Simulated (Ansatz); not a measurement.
Reaction (cleavage of the Ga–Si bond): `F[CH2][GaH][SiH3]` + H–F → `F[CH2][GaH][F]` + SiH₄

Calculated with Ansatz (gas phase, PBE0-D4/def2-TZVP geometries, no zero-point term in ΔE). CCSD(T)/CBS adds triple-zeta CCSD(T) − MP2 to the extrapolated MP2 energy (def2 sets, frozen cores). This one scheme is used for every species. DFT in def2-TZVPP. For Ga outer-core shells are correlated without core-valence functions, which leaves a few kJ/mol of doubt a bond. Scalar relativity is left out up to krypton. One conformer a species, not always the lowest.

| level | ΔE (kJ/mol) |
| --- | --- |
| B97M-V | -92.3 |
| CCSD(T)/def2-TZVPP | -86.5 |

Q: What does CCSD(T)/CBS give? (An estimate is asked.)

A: Computed: -80.8 kJ/mol. The listed levels differ from it by -11.5, -5.7 kJ/mol.

Largest T1 diagnostic among the species: 0.013.

At CCSD(T), def2-SVP lies −26.9 kJ/mol from the extrapolated value and def2-TZVPP −5.7 kJ/mol. In def2-TZVPP, CCSD(T) changes the Hartree–Fock value by +26.4 kJ/mol (the triples alone add +2.2 kJ/mol) and MP2 by +22.4 kJ/mol. Leaving LDA and LC-ωPBE aside and taking each functional with its dispersion term where it has one, the values, not all of them listed here, spread over 24.5 kJ/mol, from CAM-B3LYP-D4 to HSE06-D4. LDA lies +6.4 kJ/mol from PBE without D4.

CCSD(T)/CBS has its own doubt, a few kJ/mol and more with outer-core shells, so smaller differences from it don't rank the levels.
